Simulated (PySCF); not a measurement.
A calculated (TPSS, PySCF 2.14, cc-pVTZ-DK, the spin-free X2C one-electron Hamiltonian (Gaussian nucleus)) atom or ion has these occupied shells.

```csv
shell,electrons,orbital energy (eV),"rms radius, mean of both spins (bohr)"
1s α,1,-404.79,0.266
1s β,1,-403.41,0.266
2s α,1,-34.227,1.37
2s β,1,-30.292,1.37
2p α,2,-22.329,1.40
```

**Question.** Name the element and its charge.

**Answer.** N⁺ (nitrogen, charge +1), in [He] 2s2 2p2, high-spin 3P determinant.
